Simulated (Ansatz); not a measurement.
System: sum formula FeO₂H₂, charge 0, multiplicity 5. The spin state was set by rule; other spins were not relaxed. SMILES: [OH][Fe][OH]
Geometry from a B3LYP-D3(BJ)/def2-TZVP (Ansatz, a quantum-chemistry and plane-wave program) optimisation:
```xyz
5

Fe    -0.0001    -0.0005    -0.0002
O      1.1657     0.2069    -1.3431
H      2.0675     0.5300    -1.3214
O     -1.1929    -0.3070     1.2994
H     -1.8470     0.2830     1.6763
```
Charge 0, spin multiplicity 5.

Computed values are from Ansatz. Valence correlation only, unless marked. UHF or UKS for open shells. No spin-orbit coupling. The frozen core is the preceding noble-gas configuration, with the filled d and f shells of earlier blocks. Non-relativistic. CBS(X,Y): correlation extrapolated as X^-3; Hartree-Fock from the larger set. The bracket is a focal-point correction in the basis named.

```
Quantity                                                                                                             Result
------------------------------------------  -------------------------------------------------------------------------------
atomisation energy De                       404.9 kcal/mol at RI-MP2/CBS(def2-TZVPPD,def2-QZVPPD)+[CCSD(T)-MP2]/def2-TZVPPD
vertical ionisation energy (to the sextet)         9.40 eV at RI-MP2/CBS(def2-TZVPPD,def2-QZVPPD)+[CCSD(T)-MP2]/def2-TZVPPD
total energy                                 -1414.3276 Eh at RI-MP2/CBS(def2-TZVPPD,def2-QZVPPD)+[CCSD(T)-MP2]/def2-TZVPPD
dipole moment                                                                                   1.60 D at CCSD(T)/def2-SVPD
T1 diagnostic                                                                                     0.026 at CCSD/def2-TZVPPD
```
